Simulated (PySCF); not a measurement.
## Cu⁺: excitation energy

Cu⁺ [Ar] 3d10 (1S) → Cu⁺ [Ar] 3d9 4p1 (high-spin determinant), as a difference of total energies. All numbers are calculated (PySCF 2.14, scalar relativity by spin-free X2C-1e, in ANO-RCC-VTZP). Correlated levels: valence and next inner shell: [Ne] frozen. The calculations carry no spin-orbit coupling.

| method | excitation energy (eV) |
| --- | --- |
| UHF | 5.978 |
| MP2 (valence and next inner shell) | 9.781 |
| SCS-MP2 (valence and next inner shell) | 9.302 |
| CCSD (valence and next inner shell) | 8.266 |
| CCSD(T) (valence and next inner shell) | 8.440 |

Q: How much does correlation contribute at CCSD(T) (valence and next inner shell)?

A: 8.440 − (5.978) = 2.462 eV, measured against UHF.

A first-order spin-orbit estimate (lowest level to lowest level, LS coupling) adds -0.083 eV.

The basis was made for the ground configuration and has no added diffuse functions, so the excitation energy can come out too high.

The determinant of the upper state mixes LS terms, which raises its energy above the lowest term, most at the Hartree-Fock and MP2 levels.
